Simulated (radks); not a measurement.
Kinetic energies: the exact non-interacting value of the Kohn-Sham orbitals and orbital-free approximations, in hartree. Species: Au [Xe] 4f14 5d10 6s1; Co4+ [Ar] 3d5; Rh4+ [Kr] 4d5. Calculated with a radial shooting solver on a logarithmic mesh with Libxc functionals: non-relativistic Kohn-Sham, exchange-only B88, spin-polarised, spherical densities, point nucleus. Every spin shell is full or empty, so the densities are truly spherical. Functionals are evaluated on that one density, not self-consistently.

| functional | Au | Co4+ | Rh4+ |
|---|---|---|---|
| exact | 17865.7 | 1377.63 | 4682.33 |
| Thomas-Fermi | 17036 | 1288.3 | 4426.8 |
| von Weizsacker | 6351.9 | 711.04 | 2018.1 |
| TF + vW | 23388 | 1999.4 | 6444.9 |
| TF + vW/9 | 17741 | 1367.3 | 4651.1 |
| TF + vW/5 | 18306 | 1430.5 | 4830.4 |
| LC94 | 17867 | 1377.6 | 4686.2 |
| APBEK | 17872 | 1378.9 | 4689.0 |
| revAPBEK | 17897 | 1382.6 | 4697.9 |
| Perdew 92 | 17743 | 1367.5 | 4651.5 |
| Thakkar | 17725 | 1372.1 | 4658.0 |
| Pearson | 17714 | 1359.9 | 4638.2 |
| DePristo-Kress | 17829 | 1376.6 | 4679.4 |
| Ernzerhof | 17779 | 1373.5 | 4665.2 |
